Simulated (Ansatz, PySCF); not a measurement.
Stretching the Ge1–H2 bond in BrGeH (SMILES [GeH][Br]) (multiplicity 1 held, fragments rigid). Energies count from the point at 1.603 Å.
Geometry at that point (charge 0, multiplicity 1):
```xyz
3

Ge    -0.6857    -0.5787     0.8219
H     -1.7232    -1.0732    -0.2958
Br     0.6761     0.5597    -0.7430
```

Restricted levels (R-, RO-) in cc, def2 and unpolarised 6-31G sets keep to the state of the molecule at rest. Unrestricted levels (U-) break spin symmetry where that is lower. Active spaces are followed from a long bond inwards. Curves can end on different states.

Cores are frozen in the correlated methods. Filled d and f shells under p-block atoms count as core. Rows in LANL2DZ carry no dispersion term and start afresh at each structure. LANL2DZ brings its own core potentials from Na on.

Programs: Ansatz (Gaussian orbitals); PySCF for LANL2DZ rows. Each number belongs to the level named beside it.

```tsv
level	energy at R = 5.130 Å (eV)
U-HF/LANL2DZ	1.973
U-B3LYP/cc-pVTZ	3.001
R-wB97X-V/cc-pVTZ	5.682
R-MP2/cc-pVTZ	4.254
R-SCS-MP2/cc-pVTZ	___
U-CCSD/cc-pVTZ	2.981
SC-NEVPT2 on CASSCF(2,2)/cc-pVTZ	___
FIC-NEVPT4(SD) on CASSCF(2,2)/cc-pVTZ	2.947
FIC-MRCISD+Q on CASSCF(2,2)/cc-pVTZ	2.996
```

Fill in the missing entries.


- R-SCS-MP2/cc-pVTZ, energy at R = 5.130 Å (eV): 3.942
- SC-NEVPT2 on CASSCF(2,2)/cc-pVTZ, energy at R = 5.130 Å (eV): 2.815

Doubts at one or more of the structures used: a spin-contaminated determinant (U-HF/LANL2DZ, U-B3LYP/cc-pVTZ, U-CCSD/cc-pVTZ); a restricted determinant that unrestricted orbitals would lower (R-wB97X-V/cc-pVTZ, R-MP2/cc-pVTZ, R-SCS-MP2/cc-pVTZ).

Ansatz is an electronic-structure program.
